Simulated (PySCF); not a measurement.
CCl2, SMILES Cl[C]Cl (connectivity only; charge and spin as stated), neutral, multiplicity 1. Geometry optimised at PBE0-D3(BJ)/def2-TZVP. The isomer is the one that the SMILES or the coordinates give; other isomers of the formula were not compared.

Method: PBE0-D3(BJ)/def2-TZVP in PySCF.

Harmonic wavenumbers (cm⁻¹): 340, 740, 791. Rotational constants (GHz): 50.61, 3.665, 3.417; symmetry number 2.

Work out the zero-point energy and the ideal-gas rigid-rotor harmonic-oscillator thermochemistry at 298.15 K and 1 atm.

ZPE = ½ Σ hcν = ½ × 1872 cm⁻¹ = 11.20 kJ/mol. H − E(el) = 22.56 kJ/mol. Entropy in J/(mol K): translation 163.84, rotation 93.58, vibration 7.06, total 264.48. G − E(el) = -56.30 kJ/mol. Cp = 45.87 J/(mol K).
